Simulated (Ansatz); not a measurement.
AlFH4OSi2 (`O[Si]1(F)[AlH][SiH2]1`). Charge 0, multiplicity 1.

```xyz
9

O     0.577    2.113   -0.718
Si   -0.137    0.635   -0.669
F    -1.292    0.695   -1.788
Al    1.213   -1.253    0.032
Si   -0.480   -0.342    1.394
H     0.056    2.835   -1.076
H     2.161   -2.510   -0.175
H    -1.435   -0.554    2.534
H    -0.664   -1.619    0.467
```

**Question.** What are the harmonic wavenumbers in cm⁻¹ at PBE0-D4/def2-TZVP (Ansatz, finite differences of forces, unscaled)? (Estimate.)

**Answer.** The calculation gave: 106, 155, 179, 222, 274, 342, 366, 388, 442, 466, 512, 545, 613, 788, 880, 922, 998, 1758, 1905, 2123, 3903.

**Question.** Is this a minimum?

**Answer.** Yes, all 21 modes are real.

**Question.** Give the ideal-gas thermochemistry at 298.15 K and 1 bar (rigid rotor, harmonic oscillator; point group C1, symmetry number 1).

**Answer.** Zero-point energy 107.0 kJ/mol; H(298) − E = 130.8 kJ/mol; entropy 364.8 J/(mol·K), of which translation 168.8, rotation 117.0, vibration 79.1; G(298) − E = 22.0 kJ/mol.
